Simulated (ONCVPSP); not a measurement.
## Varying the ONCV potential for manganese

Base potential:

| Item | Value |
| --- | --- |
| Element | Mn (Z = 25) |
| Generator | ONCVPSP 4.0.1 |
| Type | optimised norm-conserving Vanderbilt (ONCV) |
| Functional | PBE |
| Relativity | scalar-relativistic |
| Frozen core | [Ar] |
| Valence charge | 7 |
| Reference configuration | 3d5 4s1.75 4p0.25 |
| Partial waves | 4s: rc 2.40 bohr, ncon 4, nbas 9, qcut 2.8 1/bohr, 2 projectors, debl 0.9 Ha; 4p: rc 2.65 bohr, ncon 4, nbas 7, qcut 3.5 1/bohr, 2 projectors, debl 2.6 Ha; 3d: rc 1.25 bohr, ncon 5, nbas 9, qcut 14.5 1/bohr, local |
| Local potential | the d channel |
| Core correction | Teter function, fcfact 5.5, rcfact 1.5 |

Cutoffs, loose and tight: the cutoffs (Ha) at which the residual kinetic energy of the hardest occupied pseudo-wave falls to 1 and 0.1 mHa per electron. They do not see the model core or the augmentation charge, which bear on the density cutoff. Test errors are all-electron minus pseudo excitation energies from the reference, over the configurations 3d5 4s2 4p0; 3d5 4s1 4p0; 3d5 4s0 4p0; 3d6 4s0 4p0. A dash means not determined; rows that change the core or the reference have their own tests. The largest error is taken over the tests solved by every variant that gives reliable tests at all: 3d5 4s1 4p0; 3d5 4s2 4p0; 3d6 4s0 4p0.

A true bound ghost makes a file unfit for plane-wave use even where its test errors are small: the radial tests pick states by their node count and pass the ghost by.

| change | outcome | cutoff, loose | cutoff, tight | bound ghosts | GHOST(+) flags above zero | largest test error (meV) |
| --- | --- | --- | --- | --- | --- | --- |
| base | generated | 72 Ha | 83 Ha | s, p | none | -283 |
| core correction Teter function, fcfact 1.4, rcfact 1.5 | generated | 72 Ha | 83 Ha | s, p | none | -193 |
| core correction Teter function, fcfact 2.5, rcfact 1.5 | generated | 72 Ha | 83 Ha | s, p | none | -222 |
| core correction Teter function, fcfact 3.7, rcfact 1.5 | generated | 72 Ha | 83 Ha | s, p | none | -249 |
| core correction Teter function, fcfact 4.5, rcfact 1.5 | generated | 72 Ha | 83 Ha | s, p | none | -266 |
| core correction Teter function, fcfact 5.4, rcfact 1.5 | generated | 72 Ha | 83 Ha | s, p | none | -283 |
| core correction Teter function, fcfact 6.7, rcfact 1.5 | generated | 72 Ha | 83 Ha | s, p | none | -305 |
| core correction Teter function, fcfact 7.2, rcfact 1.5 | generated | 72 Ha | 83 Ha | s, p | none | -313 |

Reading the sweep of the fcfact (base included, trends over the rows without a ghost): Bound ghosts are found at 1.4, 2.5, 3.7, 4.5, 5.4, 5.5, 6.7, 7.2. Every judged row has one, so this setting neither creates nor removes them.
